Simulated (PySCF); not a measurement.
SMILES [F][PbH] (HFPb) (PBE0/def2-SVP optimised geometry):

```
3

Pb    -0.966    -0.933     0.000
H     -1.096     0.933     0.000
F      1.096    -0.933     0.000
```

Level of theory: PySCF with PBE0/def2-TZVP, def2 effective core potentials past Kr.

Question: What are the frontier orbital energies and the dipole moment?

Answer: HOMO-2 -9.86 eV, HOMO-1 -9.72 eV, HOMO -7.13 eV, LUMO -2.85 eV, LUMO+1 -0.80 eV; dipole moment 3.82 D.
